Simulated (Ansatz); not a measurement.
Cost and result up the ladder for In9Sb9 (18 atoms). Total charge 0; singlet. Geometry: PBE-D4/def2-SVP.

```xyz
18

In    0.795   -3.237    0.911
In   -1.297   -0.343   -0.517
In   -3.452    2.131   -1.292
In   -1.175   -0.766    2.677
In    0.605   -2.330   -2.924
In   -1.094    1.309   -3.930
In    1.635    1.035    1.725
In    3.482   -1.380    0.384
In    0.009    3.004   -0.670
Sb   -1.988   -2.846    0.864
Sb    1.511   -1.763    3.365
Sb    2.839   -3.769   -0.926
Sb   -2.242    1.703    1.605
Sb   -3.286   -0.370   -2.599
Sb   -1.760    4.000   -2.610
Sb    3.927   -0.211    2.942
Sb    0.055    3.361    2.181
Sb    1.434    0.472   -1.184
```

Ansatz on 2 threads of AMD EPYC 7R13 on a shared host and a share (18 GiB) of an NVIDIA H100 80GB HBM3. Times are rough, and most runs start from the orbitals of an earlier one. No level here is sound enough to serve as a yardstick. Binding counts from free atoms at the same level (In doublet, Sb quartet; other spins of the atoms weren't run), without zero-point energy or a counterpoise term.

In the def2 sets In, Sb take a core potential; there is no spin–orbit coupling. Correlated methods freeze 72 core orbitals; core or outer-core shells of In, Sb are correlated, in sets that lack core-valence functions. The rows differ in basis, and correlated rows in double-zeta sets carry the largest basis error. Single mean-field runs in def2-SVP, def2-mTZVP are fitted with def2-universal-jkfit. Another isomer (singlet) lies 0.87 eV lower at PBE0-D4/def2-SVP; other spin states weren't run for this one.

Correlated methods converge slowly with the basis, most of all in double-zeta sets.

| level | functions | wall time |
| --- | --- | --- |
| PBE0-D4/def2-SVP | 468 | 5.5 s |
| PBE-D4/def2-SVP (with forces) | 468 | 6 s |
| r2SCAN-D4/def2-SVP | 468 | 6 s |
| r2SCANh-D4/def2-SVP | 468 | 9.5 s |
| r2SCAN-D4/def2-mTZVP | 648 | 11 s |
| MP2/def2-SVP | 468 | 14 s |
| RPA@PBE/def2-SVP | 468 | 20 s |

Estimate what each level gives for the binding energy per atom (eV).


| level | binding energy per atom (eV) | remarks |
| --- | --- | --- |
| PBE0-D4/def2-SVP | 2.23 | restricted SCF unstable in HF |
| PBE-D4/def2-SVP (with forces) | 2.35 | – |
| r2SCAN-D4/def2-SVP | 2.17 | restricted SCF unstable in HF |
| r2SCANh-D4/def2-SVP | 2.13 | restricted SCF unstable in HF |
| r2SCAN-D4/def2-mTZVP | 2.17 | restricted SCF unstable in HF |
| MP2/def2-SVP | 2.06 | restricted SCF unstable |
| RPA@PBE/def2-SVP | 1.83 | – |
